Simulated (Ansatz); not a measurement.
Frontier orbitals of `[SiH3][CH](Cl)[In]([TeH])[I]`.

Cartesian coordinates in Å:
```
Si 1.734 0.504 -0.465
C -0.002 -0.081 -0.874
Cl -0.968 1.289 -1.501
In -1.017 -0.966 0.833
Te -3.178 0.079 1.998
I -0.007 -3.234 1.809
H 2.369 1.134 -1.650
H 2.525 -0.675 -0.023
H 1.659 1.492 0.643
H 0.019 -0.848 -1.651
H -3.134 1.306 0.881
```

The species carries charge 0 and has multiplicity 1. Correlated methods include outer-core shells of I, In, Te, which these sets cover unevenly. In, Te, I takes the def2 core potential. The geometry is a stationary point of PBE0-D4/def2-TZVP. It is one conformer, not always the lowest. Basis def2-TZVPP, Ansatz.

| functional | HOMO (eV) | LUMO (eV) | gap (eV) |
| --- | --- | --- | --- |
| LDA (SPW92) | -6.12 | -3.03 | 3.09 |
| PBE | -5.95 | -2.76 | 3.19 |
| BLYP | -5.77 | -2.67 | 3.10 |
| B97M-V | -6.20 | -2.57 | 3.63 |
| PBE0 | -6.96 | -2.01 | 4.95 |
| B3LYP | -6.74 | -2.25 | 4.49 |
| HSE06 (plane-wave form) | -6.58 | -2.37 | 4.21 |
| LC-ωPBE | -9.44 | -0.01 | 9.43 |
| ωB97M-V | -9.02 | -0.31 | 8.71 |

From PBE to PBE0 the HOMO moves by −1.01 eV and the LUMO by +0.75 eV, and with ωB97M-V by −3.06 and +2.45 eV, so the gap grows from 3.20 to 8.71 eV with exact exchange.

B3LYP here is the variant with VWN-RPA as its local correlation; programs differ in this. LC-ωPBE has ω = 0.4 bohr⁻¹.
